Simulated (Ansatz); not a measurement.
Reactions of CH₅BGeO, SMILES `O=C[BH][GeH3]`.

Program: Ansatz. Geometries: PBE0-D4/def2-TZVP. ΔE: electronic, gas phase. CCSD(T)/CBS is the MP2 limit (def2-TZVPP, def2-QZVPP) plus CCSD(T) − MP2 in def2-TZVPP, frozen cores. This one scheme is used for every species, atoms too. Functionals use def2-TZVPP. No spin–orbit coupling; open shells (•) take unrestricted orbitals. Spin–orbit coupling would lower the free atoms: a little for B, C, O; clearly for Ge. Elements past krypton have def2 core potentials. For Ge, Te outer-core shells are correlated without core-valence functions, so the limit isn't a true one: a few kJ/mol of doubt a bond, and 10 to 20 or more in all where bonds break to atoms. Scalar relativity is left out up to krypton. Each species was taken in one conformer, which may not be the lowest.

```
                                                      reaction  ωB97M-V (kcal/mol)  PBE-D4 (kcal/mol)  PBE0-D4 (kcal/mol)  r2SCAN-D4 (kcal/mol)
                 `O=C[BH][GeH3]` + CH₄ → `C[BH][GeH3]` + `C=O`                 0.0                3.8                 1.0                   3.2
`O=C[BH][GeH3]` + `O[SiH](O)O` → `O[SiH](O)[O][GeH3]` + `BC=O`                -9.2               -4.8                -6.1                  -7.3
              `O=C[BH][GeH3]` + `NBS` → `NB[S][GeH3]` + `BC=O`               -11.2               -8.8               -10.0                  -9.9
                   `O=C[BH][GeH3]` + H₂Te → `O=CB[TeH]` + GeH₄               -19.2              -18.6               -19.8                 -19.1
                     `O=C[BH][GeH3]` + CH₃OH → `COBC=O` + GeH₄               -38.9              -33.4               -35.7                 -35.4
                   `O=C[BH][GeH3]` → B• + C• + Ge• + 5 H• + O•               724.8              742.4               725.3                 732.3
             `O=C[BH][GeH3]` + CH₃NH₂ → `CN[BH][GeH3]` + `C=O`               -38.3              -35.2               -37.3                 -35.5
                 `O=C[BH][GeH3]` + H₂O → `O[BH][GeH3]` + `C=O`               -34.0              -29.6               -31.9                 -30.9
`O=C[BH][GeH3]` + `C[S][AlH][F]` → `C[S][AlH][GeH3]` + `O=CBF`                 2.2                3.9                 1.8                   5.4
              `O=C[BH][GeH3]` + `CSS` → `CS[S][GeH3]` + `BC=O`               -11.6               -9.9               -10.7                 -10.6
```

Q: Give the CCSD(T)/CBS values in the same order. (An estimate is asked.)

A: Ansatz gave: 0.3, -8.2, -10.4, -20.5, -37.2, 724.6, -38.2, -32.3, 3.4, -11.2 kcal/mol.

Largest T1 diagnostic: 0.021, for `BC=O`.
